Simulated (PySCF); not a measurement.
C3H8AlCl.

```xyz
13

Al    -0.4211    -0.3839     0.0000
Cl     1.6768    -0.7419     0.0000
C     -1.5912    -1.9448     0.0000
H     -1.3996    -2.5780     0.8837
H     -1.3996    -2.5780    -0.8837
H     -2.6603    -1.6766     0.0000
C     -1.0165     1.4817     0.0000
C      0.0640     2.5726     0.0000
H     -1.6888     1.6010     0.8727
H     -1.6888     1.6010    -0.8727
H      0.7189     2.4954    -0.8828
H      0.7189     2.4954     0.8828
H     -0.3700     3.5868     0.0000
```

Coordinates come from a B3LYP-D3(BJ)/def2-SVP optimisation. The structure was generated by enumeration; whether it is a known compound was not checked. The values are those of a single conformer.

These are PBE/pcSseg-1 in PySCF values and carry that method's errors. Non-relativistic, no solvent.

**Question.** Give the absolute GIAO shielding of each atom: isotropic value and principal components (ppm). (An estimate is asked for; the answer gives what the named calculation found.)

**Answer.** 
```tsv
atom	σ(iso)	σ11	σ22	σ33	span
Al1	285.2	177.5	301.5	376.7	199.1
Cl2	852.1	630.6	949.9	976.0	345.4
C3	187.6	182.1	186.1	194.7	12.6
H4	31.4	27.2	28.8	38.0	10.8
H5	31.4	27.2	28.8	38.0	10.8
H6	31.5	27.1	29.2	38.2	11.1
C7	169.9	152.3	168.5	188.9	36.5
C8	169.2	161.8	165.3	180.6	18.8
H9	30.8	26.5	29.8	36.0	9.5
H10	30.8	26.5	29.8	36.0	9.5
H11	30.1	25.8	29.0	35.4	9.6
H12	30.1	25.8	29.0	35.4	9.6
H13	29.9	24.7	27.7	37.4	12.7
```
